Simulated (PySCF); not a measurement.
# J couplings in [C6H5O2]-

Molfile (atoms numbered from 1):
```
C6H5O2
     RDKit          3D

 13 13  0  0  0  0  0  0  0  0999 V2000
   -1.6373   -1.9503    1.1799 O   0  0  0  0  0  0  0  0  0  0  0  0
   -1.0087   -1.0141    0.6373 C   0  0  0  0  0  0  0  0  0  0  0  0
   -1.6227    0.2366    0.2261 C   0  0  0  0  0  0  0  0  0  0  0  0
   -0.9009    1.2585   -0.3664 C   0  0  0  0  0  0  0  0  0  0  0  0
    0.4780    1.1643   -0.6160 C   0  0  0  0  0  0  0  0  0  0  0  0
    1.1110   -0.0265   -0.2355 C   0  0  0  0  0  0  0  0  0  0  0  0
    2.4621   -0.1371   -0.4698 O   0  0  0  0  0  0  0  0  0  0  0  0
    0.4119   -1.0674    0.3590 C   0  0  0  0  0  0  0  0  0  0  0  0
   -2.6974    0.3376    0.4100 H   0  0  0  0  0  0  0  0  0  0  0  0
   -1.4228    2.1805   -0.6543 H   0  0  0  0  0  0  0  0  0  0  0  0
    1.0516    1.9677   -1.0822 H   0  0  0  0  0  0  0  0  0  0  0  0
    2.7087   -1.0113   -0.1511 H   0  0  0  0  0  0  0  0  0  0  0  0
    0.9362   -1.9887    0.6479 H   0  0  0  0  0  0  0  0  0  0  0  0
  1  2  1  0
  2  3  1  0
  3  4  2  0
  4  5  1  0
  5  6  2  0
  6  7  1  0
  6  8  1  0
  8  2  2  0
  3  9  1  0
  4 10  1  0
  5 11  1  0
  7 12  1  0
  8 13  1  0
M  CHG  1   1  -1
M  END
```

Method: B3LYP/pcJ-1 (without the spin–dipole term)//PBE0-D3(BJ)/def2-SVP, PySCF; isolated molecule, single conformer, non-relativistic. Couplings are averaged over pairs made equivalent by symmetry, fast rotation or ring inversion, so a value needn't be that of the named pair in this geometry, while other rotamers aren't included; one pair stands for each set, and the list holds a selection of those of at least 1.5 Hz over up to four bonds, among pairs with at least one C or H atom (others weren't computed).

Isotopes: $^{13}$C, $^{1}$H, $^{17}$O. Couplings to quadrupolar nuclei such as 17O and 33S are rarely resolved in practice.

| pair | bonds | J (Hz) |
| --- | --- | --- |
| O1, C2 | 1 | 29.5 |
| C2, C3 | 1 | 61.9 |
| C2, C8 | 1 | 64.0 |
| C3, C4 | 1 | 65.9 |
| C3, H9 | 1 | 157.4 |
| C4, C5 | 1 | 66.5 |
| C4, H10 | 1 | 148.9 |
| C5, C6 | 1 | ? |
| C5, H11 | 1 | ? |
| C6, O7 | 1 | 22.2 |
| C6, C8 | 1 | 69.2 |
| O7, H12 | 1 | -71.4 |
| C8, H13 | 1 | 149.2 |
| C2, H13 | 2 | -1.6 |
| C4, C6 | 2 | ? |
| C4, H11 | 2 | 1.9 |
| C5, C8 | 2 | ? |
| C5, H10 | 2 | 1.9 |
| C2, C5 | 3 | 3.5 |
| C2, H10 | 3 | ? |
| C3, H13 | 3 | 4.1 |
| O7, H11 | 3 | ? |
| C8, H12 | 3 | ? |
| H9, H10 | 3 | ? |
| H10, H11 | 3 | 8.0 |
| O7, H10 | 4 | -2.0 |

Problem. Estimate the withheld couplings, with signs.

Solution. 
- $^{1}J$(C5,C6) = 73.9 Hz (bond length 1.401 Å)
- $^{1}J$(C5,H11) = 163.7 Hz (bond length 1.092 Å, sp2 carbon)
- $^{2}J$(C4,C6) = 6.6 Hz (angle at C5 117°)
- $^{2}J$(C5,C8) = 4.1 Hz (angle at C6 122°)
- $^{3}J$(C2,H10) = 9.4 Hz (dihedral angle 180°)
- $^{3}J$(O7,H11) = -2.4 Hz (dihedral angle 0°)
- $^{3}J$(C8,H12) = 2.8 Hz (dihedral angle 0°)
- $^{3}J$(H9,H10) = 9.1 Hz (dihedral angle 0°)
